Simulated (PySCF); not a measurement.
A calculated (M06-2X, PySCF 2.14, aug-cc-pVDZ, the non-relativistic Hamiltonian (point nucleus)) atom or ion has these occupied shells.

| shell | electrons | orbital energy (eV) | rms radius, mean of both spins (bohr) |
| --- | --- | --- | --- |
| 1s α | 1 | -7625.3 | 0.0659 |
| 1s β | 1 | -7625.3 | 0.0659 |
| 2s α | 1 | -932.57 | 0.280 |
| 2s β | 1 | -930.17 | 0.280 |
| 2p α | 3 | -813.84 | 0.250 |
| 2p β | 3 | -811.80 | 0.250 |
| 3s α | 1 | -131.04 | 0.844 |
| 3s β | 1 | -127.00 | 0.844 |
| 3p α | 3 | -94.901 | 0.893 |
| 3p β | 3 | -89.657 | 0.893 |
| 3d α | 5 | -34.052 | 1.14 |
| 3d β | 2 | -30.806 | 1.14 |

Q: Name the element and its charge.

A: Co²⁺ (cobalt, charge +2), in [Ar] 3d7, high-spin 4F determinant.
